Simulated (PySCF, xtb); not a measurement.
H2Te, SMILES [TeH2].

Coordinates come from a PBE0-D3(BJ)/def2-TZVPD optimisation. The def2 effective core potentials stand for the cores of Te; spin–orbit coupling is left out.

The numbers are results of IEF-PCM-B3LYP/def2-TZVPD run with PySCF, not measurements.

The values are the electrostatic part of the solvation free energy, E(continuum) − E(gas) at the gas-phase geometry, in a cavity of scaled van der Waals radii (PySCF's table); cavitation and dispersion terms are not included. In vacuum the orbital gap is 5.34 eV. The dipole moment in vacuum is 0.09 D.

```csv
solvent,ε,ΔG(elec) (kcal/mol),dipole (D),gap (eV)
water,78.36,-1.5,0.27,5.55
ethanol,24.85,-1.4,0.26,5.54
ethylethanoate,5.99,-1.1,0.22,5.50
```

For comparison, GFN2-xTB/ALPB(water) (xtb, at the GFN2-xTB geometry, all terms of that model) gives -0.9 kcal/mol.
